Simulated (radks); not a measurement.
Question: All-electron atom: Re2+ in [Xe] 4f14 5d4 6p1 (not the ground configuration). Method: Dirac Kohn-Sham, PBE, spin-unpolarised, spherical densities, finite nucleus; open shells are shared between the two j in proportion to 2j + 1; Fermi nuclear charge, rms radius 5.3698 fm; computed with a radial shooting solver on a logarithmic mesh with Libxc functionals. Some entries of the table are withheld. Estimate them.

orbital,occ.,eigenvalue (eV),<r> (bohr)
1s1/2,2,-71553.62,0.01804
2s1/2,2,(1),0.07559
2p1/2,2,-11883.47,0.06246
2p3/2,4,-10443.85,0.07054
3s1/2,2,-2890.666,0.1969
3p1/2,2,-2652.521,0.1870
3p3/2,4,-2339.886,0.2019
3d3/2,4,(2),0.1765
3d5/2,6,(3),0.1811
4s1/2,2,-620.0890,(4)
4p1/2,2,-520.6199,0.4450
4p3/2,4,-447.6914,0.4784
4d3/2,4,-284.1843,0.4934
4d5/2,6,-270.7083,0.5048
5s1/2,2,-106.2120,1.034
5p1/2,2,-76.0216,1.131
4f5/2,6,-64.9362,0.5754
5p3/2,4,-64.8986,1.228
4f7/2,8,-62.4224,0.5841
5d3/2,1.6,(5),1.686
5d5/2,2.4,(6),1.737
6p1/2,0.333333,-15.9349,3.116
6p3/2,0.666667,-14.6181,3.347

Answer: 
(1) 2s1/2 eigenvalue (eV): -12415.64
(2) 3d3/2 eigenvalue (eV): -1939.017
(3) 3d5/2 eigenvalue (eV): -1871.150
(4) 4s1/2 <r> (bohr): 0.4405
(5) 5d3/2 eigenvalue (eV): -25.4701
(6) 5d5/2 eigenvalue (eV): -24.3988
